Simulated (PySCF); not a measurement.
SiFI3, SMILES F[Si](I)(I)I.

The structure is a stationary point at B3LYP-D3(BJ)/def2-SVP. The def2 effective core potentials stand for the cores of I; spin–orbit coupling is left out.

The numbers are results of TDA-PBE/def2-SVPD (PySCF), not measurements.

Vertical excitations; the highest root listed may be one member of a degenerate set. The molecule is in vacuum. State labels are in the subgroup Cs.

```csv
state,symmetry,energy (eV),λ (nm),f,main pairs
S1,A",3.53,351,0.000,HOMO→LUMO 100 %
S2,A",3.81,326,0.012,HOMO−1→LUMO (degenerate set)
S3,A',3.81,326,0.012,HOMO−2→LUMO (degenerate set)
S4,A',4.28,290,0.017,HOMO−3→LUMO (degenerate set)
S5,A",4.28,290,0.017,HOMO−4→LUMO (degenerate set)
S6,A',4.44,279,0.001,HOMO−5→LUMO 99 %
S7,A",5.39,230,0.000,HOMO→LUMO+3 99 %
S8,A',5.49,226,0.023,HOMO→LUMO+2 (degenerate set)
S9,A",5.49,226,0.023,HOMO→LUMO+1 (degenerate set)
S10,A",5.63,220,0.000,"HOMO−1→LUMO+1 50 %, HOMO−2→LUMO+2 49 %"
T1,A",3.24,382,0,HOMO→LUMO 100 %
T2,A",3.48,356,0,HOMO−1→LUMO (degenerate set)
T3,A',3.48,356,0,HOMO−2→LUMO (degenerate set)
T4,A',3.93,315,0,HOMO−3→LUMO 99 %
```
Triplets are in the Tamm–Dancoff approximation.
